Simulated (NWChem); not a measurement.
System: Si2H3I, singlet; SMILES [SiH3][Si]I

The following NWChem deck was run.

```
start job
memory heap 200 mb stack 900 mb global 1100 mb
geometry units angstroms
  Si     1.036237    -0.897150    -0.668288
  I     -0.116800     0.751822     0.786824
  Si    -0.482479    -2.700116    -0.118854
  H     -0.118392    -3.960881    -0.843168
  H     -1.881607    -2.321925    -0.498515
  H     -0.434330    -2.969623     1.354381
end
basis spherical
  Si library sto-3g
  I library sto-3g
  H library sto-3g
end
dft
  xc hfexch
  iterations 150
end
driver
  maxiter 120
end
task dft optimize
task dft freq
```

Excerpt of the output:

```
             Northwest Computational Chemistry Package (NWChem) 7.3.0
             --------------------------------------------------------

 C1  symmetry detected

                             Geometry "geometry" -> ""
                             -------------------------

 Output coordinates in angstroms (scale by  1.889725989 to convert to a.u.)

  No.       Tag          Charge          X              Y              Z
 ---- ---------------- ---------- -------------- -------------- --------------
    1 Si                  14.0000     1.27831083    -0.98380456    -0.00010311
    2 I                   53.0000    -0.11348431     1.07261471    -0.00002027
    3 Si                  14.0000    -0.62597369    -2.47804781    -0.00009991
    4 H                    1.0000    -0.19405897    -3.91335459    -0.00801481
    5 H                    1.0000    -1.46917453    -2.22957654    -1.21336181
    6 H                    1.0000    -1.45481812    -2.23971525     1.22529317

 Effective nuclear repulsion energy (a.u.)     353.2163307221

                                Z-matrix (autoz)
                                --------

 Units are Angstrom for bonds and degrees for angles

      Type          Name      I     J     K     L     M      Value
      ----------- --------  ----- ----- ----- ----- ----- ----------
    1 Stretch                  1     2                       2.48313
    2 Stretch                  1     3                       2.42055
    3 Stretch                  3     4                       1.49891
    4 Stretch                  3     5                       1.49824
    5 Stretch                  3     6                       1.49846
    6 Bend                     1     3     4               111.37238
    7 Bend                     1     3     5               109.90006
    8 Bend                     1     3     6               109.69258
    9 Bend                     2     1     3                94.03002
   10 Bend                     4     3     5               108.46346
   11 Bend                     4     3     6               108.42170
   12 Bend                     5     3     6               108.93804
   13 Torsion                  2     1     3     4         179.67700
   14 Torsion                  2     1     3     5          59.45528
   15 Torsion                  2     1     3     6         -60.29077

  xc_inp: hfexch multiplicative factor not found.

                           NWChem Geometry Optimization
                           ----------------------------

 maximum gradient threshold         (gmax) =   0.000450
 rms gradient threshold             (grms) =   0.000300
 maximum cartesian step threshold   (xmax) =   0.001800
 rms cartesian step threshold       (xrms) =   0.001200
 fixed trust radius                (trust) =   0.300000
 source of zmatrix                         =   autoz

          -------------------
          Energy Minimization
          -------------------

 Using diagonal initial Hessian
 Scaling for Hessian diagonals: bonds = 1.00  angles = 0.25  torsions = 0.10

          --------
          Step   0

                                 NWChem DFT Module
                                 -----------------

 Summary of "ao basis" -> "ao basis" (spherical)
 ------------------------------------------------------------------------------
       Tag                 Description            Shells   Functions and Types
 ---------------- ------------------------------  ------  ---------------------
 Si                          sto-3g                  5        9   3s2p
 I                           sto-3g                 11       27   5s4p2d
 H                           sto-3g                  1        1   1s

[...]

      ----------------------
      Optimization converged
      ----------------------

  Step       Energy      Delta E   Gmax     Grms     Xrms     Xmax
  ---- ---------------- -------- -------- -------- -------- --------
@    6   -7423.64524743 -8.6D-09  0.00000  0.00000  0.00017  0.00035
                                     ok       ok       ok       ok

                                Z-matrix (autoz)
                                --------

 Units are Angstrom for bonds and degrees for angles

      Type          Name      I     J     K     L     M      Value     Gradient
      ----------- --------  ----- ----- ----- ----- ----- ---------- ----------
    1 Stretch                  1     2                       2.48887    0.00000
    2 Stretch                  1     3                       2.30472    0.00000
    3 Stretch                  3     4                       1.42441    0.00000
    4 Stretch                  3     5                       1.42464    0.00000
    5 Stretch                  3     6                       1.42466    0.00000
    6 Bend                     1     3     4               110.93056    0.00000
    7 Bend                     1     3     5               111.55832    0.00000
    8 Bend                     1     3     6               111.49318   -0.00000
    9 Bend                     2     1     3                96.88233    0.00000
   10 Bend                     4     3     5               107.28784   -0.00000
   11 Bend                     4     3     6               107.28310   -0.00000
   12 Bend                     5     3     6               108.08128   -0.00000
   13 Torsion                  2     1     3     4         179.80845    0.00000
   14 Torsion                  2     1     3     5          60.25672   -0.00000
   15 Torsion                  2     1     3     6         -60.68900   -0.00000

                         Geometry "geometry" -> "geometry"
                         ---------------------------------

 Output coordinates in angstroms (scale by  1.889725989 to convert to a.u.)

  No.       Tag          Charge          X              Y              Z
 ---- ---------------- ---------- -------------- -------------- --------------
    1 Si                  14.0000     1.19709939    -1.04220568    -0.00274448
    2 I                   53.0000    -0.08863903     1.08882790     0.00214153
    3 Si                  14.0000    -0.61936796    -2.46071022     0.00031728
    4 H                    1.0000    -0.20159373    -3.82246263    -0.00629872
    5 H                    1.0000    -1.43924846    -2.26381863    -1.14800236
    6 H                    1.0000    -1.42744900    -2.27151477     1.15827999

 Effective nuclear repulsion energy (a.u.)     356.0753280025

                Final and change from initial internal coordinates
                --------------------------------------------------

                                Z-matrix (autoz)
                                --------

[...]

 Rotational Constants
 --------------------
 A=   0.287446 cm-1  (  0.413562 K)
 B=   0.045243 cm-1  (  0.065093 K)
 C=   0.039582 cm-1  (  0.056949 K)

 Temperature                      =   298.15K
 frequency scaling parameter      =   1.0000

 Zero-Point correction to Energy  =   21.120 kcal/mol  (  0.033657 au)
 Thermal correction to Energy     =   24.273 kcal/mol  (  0.038682 au)
 Thermal correction to Enthalpy   =   24.865 kcal/mol  (  0.039625 au)

 Total Entropy                    =   77.645 cal/mol-K
   - Translational                =   41.547 cal/mol-K (mol. weight = 185.8777)
   - Rotational                   =   27.528 cal/mol-K (symmetry #  =        1)
   - Vibrational                  =    8.569 cal/mol-K

 Cv (constant volume heat capacity) =   14.865 cal/mol-K
   - Translational                  =    2.979 cal/mol-K
   - Rotational                     =    2.979 cal/mol-K
   - Vibrational                    =    8.906 cal/mol-K

[normal modes left out]

 ----------------------------------------------------------------------------
 Normal Eigenvalue ||           Projected Infra Red Intensities
  Mode   [cm**-1]  || [atomic units] [(debye/angs)**2] [(KM/mol)] [arbitrary]
 ------ ---------- || -------------- ----------------- ---------- -----------
    1       -0.000 ||    0.002273           0.052         2.216       0.498
    2       -0.000 ||    0.000318           0.007         0.310       0.070
    3       -0.000 ||    0.000479           0.011         0.467       0.105
    4        0.000 ||    0.000007           0.000         0.007       0.002
    5        0.000 ||    0.000624           0.014         0.608       0.137
    6        0.000 ||    0.000001           0.000         0.001       0.000
    7       93.704 ||    0.000003           0.000         0.003       0.001
    8      149.395 ||    0.003216           0.074         3.135       0.705
    9      427.063 ||    0.077139           1.780        75.199      16.900
   10      575.608 ||    0.039819           0.919        38.817       8.723
   11      576.000 ||    0.045029           1.039        43.896       9.865
   12      674.584 ||    0.012606           0.291        12.289       2.762
   13     1150.996 ||    0.428535           9.887       417.757      93.883
   14     1235.435 ||    0.085330           1.969        83.184      18.694
   15     1252.733 ||    0.063953           1.475        62.345      14.011
   16     2847.768 ||    0.013462           0.311        13.123       2.949
   17     2898.341 ||    0.027700           0.639        27.003       6.068
   18     2899.070 ||    0.021124           0.487        20.592       4.628
 ----------------------------------------------------------------------------
```

Level: Hartree-Fock/STO-3G, non-relativistic. Low-valent species are run as closed-shell singlets; no triplet was tried in these runs.
